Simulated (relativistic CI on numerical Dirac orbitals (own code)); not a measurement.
## Pt+: 4d photoemission

Computed with this model: Dirac-Coulomb-Breit CI, KLI orbitals optimised for each configuration, model QED (radiative potential, 1s self-energy scaled to tabulated hydrogen-like ionisation energies), multiplet model of photoemission in the sudden approximation, unscaled Slater integrals; configurations [Xe] 4f14 5d9 → [Kr] 4d9 4f14 5s2 5p6 5d9; 300 K; Lorentzian 2.45 eV and Gaussian 0.6 eV FWHM. Energies are those of the free ion, without screening or charge transfer. The energies are binding energies and can lie tens of eV above those of solids. S is read from ⟨S²⟩ = S(S + 1).

Field parameters in Wybourne normalisation: Oh B⁴₀ = 21Dq, B⁴₄ = √(5/14) B⁴₀. The field is a parameter set, without covalency.

free ion: ground-state S = 0.50, centroid 340.89 eV. Peaks (eV, height): 333.8 (100), 351.2 (76).

Oh, 10Dq = 18250 cm⁻¹: ground-state S = 0.50, centroid 340.95 eV. Peaks (eV, height): 334.0 (100), 351.2 (72).

Strongest unbroadened transitions for Oh, 10Dq = 18250 cm⁻¹:

```tsv
Energy (eV)	Relative strength
333.11	21.5
333.41	61.8
333.48	63.0
333.88	62.7
334.00	100.0
334.08	61.1
334.27	63.5
334.99	41.5
335.53	17.7
336.24	6.2
337.10	2.6
350.48	21.6
350.87	62.6
350.93	62.8
351.00	63.8
351.43	62.9
351.57	42.7
351.74	20.7
```
